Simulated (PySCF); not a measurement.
PySCF input for C₂F₅, SMILES F[C](F)C(F)(F)F, multiplicity 2, PBE0/pcH-1. The structure is a stationary point at PBE0-D3(BJ)/def2-SVP. The isomer is the one that the SMILES or the coordinates give; other isomers of the formula were not compared.

```python
import numpy as np
from pyscf import gto, scf, dft
from pyscf.prop.hfc import uks as hfc

mol = gto.M(
    atom='''
    F     1.50087837   -0.00201092   -1.08994893
    C     0.86563804    0.35434987    0.00000000
    F     1.50087837   -0.00201092    1.08994893
    C    -0.60781144    0.01995842    0.00000000
    F    -0.81146725   -1.29956780   -0.00000000
    F    -1.18108695    0.52702539    1.08175327
    F    -1.18108695    0.52702539   -1.08175327
    ''',
    basis='pcH-1',
    charge=0,
    spin=1,
    max_memory=1600,
    verbose=3,
)
mf = dft.UKS(mol, xc='pbe0').density_fit(auxbasis='def2-universal-jkfit')
mf.grids.level = 3
mf.conv_tol = 1e-10
mf.max_cycle = 100
mf.kernel()
fine, coarse = mf.grids, dft.Grids(mol).set(level=1).build(with_non0tab=True)
for _ in range(3):  # follow internal instabilities
    mf.grids = coarse
    mo, _, stable, _ = mf.stability(return_status=True, nroots=4)
    mf.grids = fine
    if stable:
        break
    mf.kernel(mf.make_rdm1(mo, mf.mo_occ))
A = hfc.HFC(mf).make_fcdip(mf.make_rdm1())  # Fermi contact and dipolar terms, MHz
print('atom   A(iso)/MHz   principal dipolar parts/MHz')
for i, a in enumerate(A):
    w = np.linalg.eigvalsh((a + a.T) / 2)
    print(f'{mol.atom_symbol(i):2s}{i + 1:3d} {w.mean():12.2f}', (w - w.mean()).round(2))
```

Output:

```

WARN: HOMO -0.149897318594906 >= LUMO -0.149897318594903

converged SCF energy = -574.82701139788  <S^2> = 0.75254826  2S+1 = 2.0025466
<class 'pyscf.df.df_jk.DFUKS'> wavefunction is stable in the internal stability analysis
atom   A(iso)/MHz   principal dipolar parts/MHz
F   1       226.25 [-245.56 -217.35  462.9 ]
C   2       409.47 [-77.07 -76.6  153.67]
F   3       226.25 [-245.56 -217.35  462.9 ]
C   4        39.32 [-6.72 -5.7  12.42]
F   5       119.97 [-73.61 -69.69 143.3 ]
F   6        -7.72 [-9.62 -5.45 15.06]
F   7        -7.72 [-9.62 -5.45 15.06]
```

The calculation finished and met its thresholds.

Cost: roughly 100 core-seconds.
